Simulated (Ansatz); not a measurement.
Coupled-cluster diagnostics for the cluster Rb3H3⁻, Ansatz.

Geometry of the doublet (PBE0-D4/def2-TZVPD):

```xyz
6

Rb   -1.9206    0.3899    0.9282
Rb    1.7921    0.4768    0.8620
Rb    0.3930   -1.4440   -2.9948
H    -0.0534    1.2643    2.6028
H    -0.0499   -2.0806    0.1458
H    -0.1612    1.3936   -1.5440
```

In the def2 sets Rb takes a core potential; there is no spin–orbit coupling. Correlated methods freeze no core orbitals; core or outer-core shells of Rb are correlated, in sets that lack core-valence functions. In the quartet geometry the species has come apart into loosely held pieces. In the quartet, H5 and H6 lie 0.75 Å apart (atoms count from 1), so H2 has formed as a molecule. The structure comes from a short search, and lower isomers may exist.

Geometry of the charge -1 quartet (PBE0-D4/def2-TZVPD):

```xyz
6

Rb   -0.6666   -0.8002    3.0875
Rb   -2.0767    2.8031   -1.2180
Rb    0.6005   -2.1828   -2.3666
H    -1.0984   -0.2299   -0.2076
H     1.2581    0.2162    0.2483
H     1.9830    0.1936    0.4564
```

Question: Estimate the CCSD(T) correlation energy, the shares of MP2 and (T), T1 and the reference's ⟨S²⟩ for: charge -1, doublet, own geometry in def2-TZVPD; charge -1, quartet, own geometry in def2-TZVPD; and the rough time on 4 threads of Arm Neoverse V2 on a shared host.

Answer: 
```tsv
state	basis	correlation (eV)	MP2 share (%)	(T) share (%)	T1	⟨S²⟩ (pure)	wall time
charge -1, doublet, own geometry	def2-TZVPD	-8.802	84.5	1.6	0.018	0.75 (0.75)	51 s
charge -1, quartet, own geometry	def2-TZVPD	-8.239	85.3	1.6	0.025	3.75 (3.75)	49 s
```
Customary marks for T1 are 0.02 (closed shells), 0.045 (open shells) and about 0.05 (3d metals). T1 exceeds 0.02 in 1 of 2 rows and 0.045 in 0; the higher it lies, the less the single-reference result can be trusted.
